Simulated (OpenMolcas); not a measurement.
Ti3+ with 6 ligands (water) in octahedral coordination (Th). Ligand basis ANO-RCC-VDZP.

- Program: OpenMolcas 26.06
- Method: SS-CASPT2, IPEA 0.25 Eh, imaginary shift 0.1 Eh (closed shells correlated: 3s 3p and the ligand valence shells)
- Basis: ANO-RCC-VTZP [6s5p3d2f1g]
- Scalar Hamiltonian: DKH2, point nucleus
- Active space: 1 electron in 5 orbitals (3d)
- State averaging: 2S+1 = 2 even, 5 roots
- Spin-orbit coupling: RASSI with atomic mean-field integrals over the reference wave functions

All ligands move together. At R = 1.91 Å |10Dq| is 24819 cm-1, and at R = 2.11 Å it is 14641 cm-1.

**Question.** A third run gives 18030 cm-1. What distance was it run at?

**Answer.** With a power law R^-n the two known points give n = -ln(14641 / 24819) / ln(2.11 / 1.91) = 5.30. Then R = 1.91 × (24819 / 18030)^(1/5.30) = 2.029 Å. The run was at 2.03 Å, so the estimate is off by -0.001 Å.

Roots that are degenerate in the reference are averaged as groups; the widest CASPT2 spread within a group is 170 cm-1 (the 3-fold group of multiplicity 2 near 0 cm-1 above the lowest state of its run, R = 1.91). Shifts and gaps below about the spread of the groups concerned are not significant. Over all roots computed the reference weight is 0.71 in R = 1.91, 0.71 in R = 2.03, 0.71 in R = 2.11; a low but even weight reflects the number of correlated electrons. An orbital triplet at a regular site is open to Jahn-Teller coupling, which can distort the site and quench the lowest spin-orbit gaps and is left out. Ligand-to-metal charge-transfer states are missing. With one d shell and no ligand orbital active, 10Dq can be off by a tenth or more. No measured value stands beside these numbers; the geometry is a model, was not optimised and need not be the one that this ion takes.
